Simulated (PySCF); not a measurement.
C2H6Sb, charge +2, doublet, geometry from GFN2-xTB of the parent state (a state made from the parent by changing its charge; the spin is typed, not shown lowest) (core potentials on Sb); BLYP/def2-SVP run with PySCF.

PySCF was given this input:
```python
from pyscf import gto, scf, dft

mol = gto.Mole()
mol.atom = '''
    Sb    0.271422   -0.029248    0.319029
    C     0.477766    0.265396   -1.834885
    H     1.524677    0.350279   -2.099457
    H    -0.038614    1.171783   -2.130321
    H     0.044764   -0.577527   -2.361629
    C    -1.904786   -0.111624    0.157569
    H    -2.191780   -0.931441   -0.491277
    H    -2.275157    0.817869   -0.259969
    H    -2.344313   -0.261957    1.136058
'''
mol.basis = 'def2-svp'
mol.ecp = {'Sb': 'def2-svp'}
mol.charge = 2
mol.spin = 1
mol.verbose = 4
mol.build()

mf = dft.UKS(mol)
mf.xc = 'blyp'
mf.kernel()
mf.analyze()
```

Q: What does PySCF print? Leave out banner, timings and long lists.

A: 
```
PySCF version 2.14.0

[INPUT] verbose = 4
[INPUT] num. atoms = 9
[INPUT] num. electrons = 39
[INPUT] charge = 2
[INPUT] spin (= nelec alpha-beta = 2S) = 1
[INPUT] symmetry False subgroup None
[INPUT] Mole.unit = angstrom
[INPUT] Symbol           X                Y                Z      unit          X                Y                Z       unit  Magmom
[INPUT]  1 Sb     0.271422000000  -0.029248000000   0.319029000000 AA    0.512913244182  -0.055270709691   0.602877435794 Bohr   0.0
[INPUT]  2 C      0.477766000000   0.265396000000  -1.834885000000 AA    0.902846891629   0.501525754555  -3.467430120073 Bohr   0.0
[INPUT]  3 H      1.524677000000   0.350279000000  -2.099457000000 AA    2.881221958423   0.661931377187  -3.967398740301 Bohr   0.0
[INPUT]  4 H     -0.038614000000   1.171783000000  -2.130321000000 AA   -0.072969884574   2.214348947421  -4.025723247410 Bohr   0.0
[INPUT]  5 H      0.044764000000  -0.577527000000  -2.361629000000 AA    0.084591700240  -1.091367859542  -4.462832017830 Bohr   0.0
[INPUT]  6 C     -1.904786000000  -0.111624000000   0.157569000000 AA   -3.599523865906  -0.210938788928   0.297762255722 Bohr   0.0
[INPUT]  7 H     -2.191780000000  -0.931441000000  -0.491277000000 AA   -4.141863925299  -1.760168391191  -0.928378981298 Bohr   0.0
[INPUT]  8 H     -2.275157000000   0.817869000000  -0.259969000000 AA   -4.299423620387   1.545548415772  -0.491270210877 Bohr   0.0
[INPUT]  9 H     -2.344313000000  -0.261957000000   1.136058000000 AA   -4.430109520257  -0.495026986413   2.146838481621 Bohr   0.0

nuclear repulsion = 125.681915368105
number of shells = 40
number of NR pGTOs = 151
number of NR cGTOs = 84
basis = def2-svp
ecp = {'Sb': 'def2-svp'}

******** <class 'pyscf.dft.uks.UKS'> ********
method = UKS
initial guess = minao
damping factor = 0
level_shift factor = 0
DIIS = <class 'pyscf.scf.diis.CDIIS'>
diis_start_cycle = 1
diis_space = 8
diis_damp = 0
SCF conv_tol = 1e-09
SCF conv_tol_grad = None
SCF max_cycles = 50
direct_scf = True
direct_scf_tol = 1e-13
number electrons alpha = 20  beta = 19
XC library pyscf.dft.libxc version 7.1.2
    S. Lehtola, C. Steigemann, M. J. T. Oliveira, and M. A. L. Marques,  SoftwareX 7, 1–5 (2018)
XC functionals = blyp
    A. D. Becke,  Phys. Rev. A 38, 3098 (1988)
    C. Lee, W. Yang, and R. G. Parr,  Phys. Rev. B 37, 785 (1988)
    B. Miehlich, A. Savin, H. Stoll, and H. Preuss,  Chem. Phys. Lett. 157, 200 (1989)
radial grids:
    Treutler-Ahlrichs [JCP 102, 346 (1995); DOI:10.1063/1.469408] (M4) radial grids

becke partition: Becke, JCP 88, 2547 (1988); DOI:10.1063/1.454033
pruning grids: <function nwchem_prune>
grids dens level: 3
symmetrized grids: False
atomic radii adjust function: <function treutler_atomic_radii_adjust>
small_rho_cutoff = 0
Set gradient conv threshold to 3.16228e-05
tot grids = 109048
init E= -294.704974215764

cycle= 1 E= -315.925669452231  delta_E= -21.2  |g|= 2.19  |ddm|=  7.4

cycle= 2 E= -260.345578806181  delta_E= 55.6  |g|= 9.48  |ddm|= 12.5
cycle= 3 E= -317.650448961001  delta_E= -57.3  |g|= 1.29  |ddm|= 11.5
cycle= 4 E= -318.664552556898  delta_E= -1.01  |g|= 0.767  |ddm|= 2.51
cycle= 5 E= -319.01304144875  delta_E= -0.348  |g|= 0.21  |ddm|= 0.922
cycle= 6 E= -319.039808196142  delta_E= -0.0268  |g|= 0.036  |ddm|= 0.242
cycle= 7 E= -319.0406007036  delta_E= -0.000793  |g|= 0.0076  |ddm|= 0.0483
cycle= 8 E= -319.040430237766  delta_E= 0.00017  |g|= 0.0166  |ddm|= 0.04
cycle= 9 E= -319.040645436125  delta_E= -0.000215  |g|= 0.00117  |ddm|= 0.0312
cycle= 10 E= -319.040646599474  delta_E= -1.16e-06  |g|= 0.000258  |ddm|= 0.00234
cycle= 11 E= -319.040646656659  delta_E= -5.72e-08  |g|= 6.1e-05  |ddm|= 0.000484
cycle= 12 E= -319.040646660251  delta_E= -3.59e-09  |g|= 2.74e-05  |ddm|= 0.000138
cycle= 13 E= -319.040646660858  delta_E= -6.07e-10  |g|= 4.25e-06  |ddm|= 4.66e-05
Extra cycle  E= -319.040646660833  delta_E= 2.55e-11  |g|= 7.47e-06  |ddm|= 1.79e-05
converged SCF energy = -319.040646660833  <S^2> = 0.75199423  2S+1 = 2.0019932
**** SCF Summaries ****
Total Energy =                        -319.040646660832977
Nuclear Repulsion Energy =             125.681915368104555
One-electron Energy =                 -755.835532724968857
Two-electron Energy =                  311.112970696031311
Two-electron Coulomb Energy =          342.877225322121660
DFT Exchange-Correlation Energy =      -31.764254626090320
**** MO energy ****
                             alpha | beta                alpha | beta
MO #1   energy= -10.3602649971115  | -10.357288838102   occ= 1 | 1
MO #2   energy= -10.3602198623031  | -10.3572449817168  occ= 1 | 1
MO #3   energy= -6.03806989925869  | -6.03640430644024  occ= 1 | 1
MO #4   energy= -4.31331112283899  | -4.31225764622225  occ= 1 | 1
MO #5   energy= -4.30276619363882  | -4.29950174312911  occ= 1 | 1
MO #6   energy= -4.29583360920113  | -4.29519155264646  occ= 1 | 1
MO #7   energy= -1.74781714584078  | -1.74525196633407  occ= 1 | 1
MO #8   energy= -1.74576665669209  | -1.74197812235689  occ= 1 | 1
MO #9   energy= -1.73989793226703  | -1.73906359152056  occ= 1 | 1
MO #10  energy= -1.73412105804307  | -1.73052197651278  occ= 1 | 1
MO #11  energy= -1.7314002064505   | -1.72850292581832  occ= 1 | 1
MO #12  energy= -1.0824418158881   | -1.07136132324804  occ= 1 | 1
MO #13  energy= -1.03114393307903  | -1.02216003213664  occ= 1 | 1
MO #14  energy= -0.93795703506048  | -0.925409785553125 occ= 1 | 1
MO #15  energy= -0.788330169712662 | -0.783730946918812 occ= 1 | 1
MO #16  energy= -0.779061663892091 | -0.774621436129828 occ= 1 | 1
MO #17  energy= -0.770264629262924 | -0.765650764872013 occ= 1 | 1
MO #18  energy= -0.769620366165791 | -0.761742113850318 occ= 1 | 1
MO #19  energy= -0.713805869800173 | -0.703043080135316 occ= 1 | 1
MO #20  energy= -0.707496512869334 | -0.678754209560196 occ= 1 | 0
MO #21  energy= -0.62535281290225  | -0.616888458631808 occ= 0 | 0
MO #22  energy= -0.469185968364076 | -0.454260023753946 occ= 0 | 0
MO #23  energy= -0.425733374004462 | -0.408627996369939 occ= 0 | 0
MO #24  energy= -0.316575588860625 | -0.313042200488601 occ= 0 | 0
MO #25  energy= -0.266079007384357 | -0.263519869048693 occ= 0 | 0
MO #26  energy= -0.264949408633642 | -0.259704955845672 occ= 0 | 0
MO #27  energy= -0.246810815430513 | -0.243034862246724 occ= 0 | 0
MO #28  energy= -0.246468141518908 | -0.242157041727671 occ= 0 | 0

spin_pop of  0 Sb 4s        0.00010
spin_pop of  0 Sb 5s        0.10667
spin_pop of  0 Sb 6s        0.00519
spin_pop of  0 Sb 7s        0.00532
spin_pop of  0 Sb 4px       0.00047
spin_pop of  0 Sb 4py       0.00122
spin_pop of  0 Sb 4pz       0.00004
spin_pop of  0 Sb 5px       0.02227
spin_pop of  0 Sb 5py       0.00005
spin_pop of  0 Sb 5pz       0.00000
spin_pop of  0 Sb 6px       0.02748
spin_pop of  0 Sb 6py       0.07679
spin_pop of  0 Sb 6pz       0.00184
spin_pop of  0 Sb 7px       0.09381
spin_pop of  0 Sb 7py       0.01447
spin_pop of  0 Sb 7pz       0.00034
spin_pop of  0 Sb 4dxy     -0.00109
spin_pop of  0 Sb 4dyz     -0.00068
spin_pop of  0 Sb 4dz^2    -0.00063
spin_pop of  0 Sb 4dxz      0.00144
spin_pop of  0 Sb 4dx2-y2    0.00004
spin_pop of  0 Sb 5dxy      0.00111
spin_pop of  0 Sb 5dyz      0.00138
spin_pop of  0 Sb 5dz^2     0.00176
spin_pop of  0 Sb 5dxz      0.00146
spin_pop of  0 Sb 5dx2-y2   -0.00007
spin_pop of  1 C 1s       -0.00000
spin_pop of  1 C 2s        0.01781
spin_pop of  1 C 3s        0.00776
spin_pop of  1 C 2px       0.00610
spin_pop of  1 C 2py       0.00326
spin_pop of  1 C 2pz       0.24960
spin_pop of  1 C 3px       0.00280
spin_pop of  1 C 3py       0.00026
spin_pop of  1 C 3pz       0.00705
spin_pop of  1 C 3dxy      0.00001
spin_pop of  1 C 3dyz      0.00011
spin_pop of  1 C 3dz^2     0.00146
spin_pop of  1 C 3dxz      0.00050
spin_pop of  1 C 3dx2-y2    0.00003
spin_pop of  2 H 1s       -0.00370
spin_pop of  2 H 2s       -0.00006
spin_pop of  2 H 2px       0.00003
spin_pop of  2 H 2py       0.00001
spin_pop of  2 H 2pz       0.00019
spin_pop of  3 H 1s        0.00969
spin_pop of  3 H 2s        0.00221
spin_pop of  3 H 2px       0.00002
spin_pop of  3 H 2py       0.00011
spin_pop of  3 H 2pz       0.00003
spin_pop of  4 H 1s        0.00962
spin_pop of  4 H 2s        0.00217
spin_pop of  4 H 2px       0.00002
spin_pop of  4 H 2py       0.00007
spin_pop of  4 H 2pz       0.00007
spin_pop of  5 C 1s       -0.00000
spin_pop of  5 C 2s        0.01812
spin_pop of  5 C 3s        0.00790
spin_pop of  5 C 2px       0.24147
spin_pop of  5 C 2py      -0.00074
spin_pop of  5 C 2pz       0.02192
spin_pop of  5 C 3px       0.00906
spin_pop of  5 C 3py       0.00017
spin_pop of  5 C 3pz       0.00077
spin_pop of  5 C 3dxy      0.00003
spin_pop of  5 C 3dyz      0.00000
spin_pop of  5 C 3dz^2     0.00054
spin_pop of  5 C 3dxz      0.00007
spin_pop of  5 C 3dx2-y2    0.00154
spin_pop of  6 H 1s        0.00992
spin_pop of  6 H 2s        0.00230
spin_pop of  6 H 2px       0.00005
spin_pop of  6 H 2py       0.00009
spin_pop of  6 H 2pz      -0.00000
spin_pop of  7 H 1s        0.01001
spin_pop of  7 H 2s        0.00234
spin_pop of  7 H 2px       0.00006
spin_pop of  7 H 2py       0.00008
spin_pop of  7 H 2pz       0.00000
spin_pop of  8 H 1s       -0.00400
spin_pop of  8 H 2s        0.00009
spin_pop of  8 H 2px       0.00012
spin_pop of  8 H 2py       0.00000
spin_pop of  8 H 2pz       0.00007
In total            20.00000 | 19.00000

WARN: System has nonzero charge 2; the dipole moment is origin-dependent.
Location of origin: [0. 0. 0.]

Dipole moment(X, Y, Z, Debye): -1.37451,  0.14814, -1.61563
```
